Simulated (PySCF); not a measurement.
C₅H₁₀O. Atoms are numbered in the order given.

```xyz
16

C     -2.0795     0.6476     0.1803
C     -0.6328     0.4680    -0.2492
C      0.4179     0.7486     0.8304
C      1.6468     0.0485     0.2585
O      1.1567    -1.0599    -0.4924
C     -0.2529    -0.9655    -0.6281
H     -2.2895     1.6927     0.4575
H     -2.7770     0.3725    -0.6274
H     -2.3105     0.0148     1.0539
H     -0.4215     1.1228    -1.1167
H      0.1049     0.2759     1.7792
H      0.5778     1.8214     1.0222
H      2.3415    -0.3166     1.0348
H      2.2158     0.7270    -0.4090
H     -0.5354    -1.2308    -1.6618
H     -0.7570    -1.6842     0.0546
```

Geometry optimised at r2SCAN-D4/def2-SVP. The values are those of a single conformer.

These are TDA-PBE/def2-SVPD run with PySCF values and carry that method's errors.

Vertical excitations. 

Computed excitation energies, oscillator strengths and character:
```json
[
 {"state": "S1", "energy (eV)": "5.53", "λ (nm)": "224", "f": "0.007", "main pairs": "HOMO→LUMO 100 %"},
 {"state": "S2", "energy (eV)": "6.04", "λ (nm)": "205", "f": "0.002", "main pairs": "HOMO→LUMO+1 100 %"},
 {"state": "S3", "energy (eV)": "6.21", "λ (nm)": "200", "f": "0.001", "main pairs": "HOMO→LUMO+2 99 %"},
 {"state": "S4", "energy (eV)": "6.50", "λ (nm)": "191", "f": "0.003", "main pairs": "HOMO→LUMO+3 100 %"},
 {"state": "S5", "energy (eV)": "7.01", "λ (nm)": "177", "f": "0.006", "main pairs": "HOMO→LUMO+4 94 %"},
 {"state": "S6", "energy (eV)": "7.28", "λ (nm)": "170", "f": "0.001", "main pairs": "HOMO−1→LUMO 87 %"},
 {"state": "T1", "energy (eV)": "5.47", "λ (nm)": "227", "f": "0", "main pairs": "HOMO→LUMO 100 %"},
 {"state": "T2", "energy (eV)": "5.95", "λ (nm)": "209", "f": "0", "main pairs": "HOMO→LUMO+1 99 %"}
]
```
Triplets are in the Tamm–Dancoff approximation.
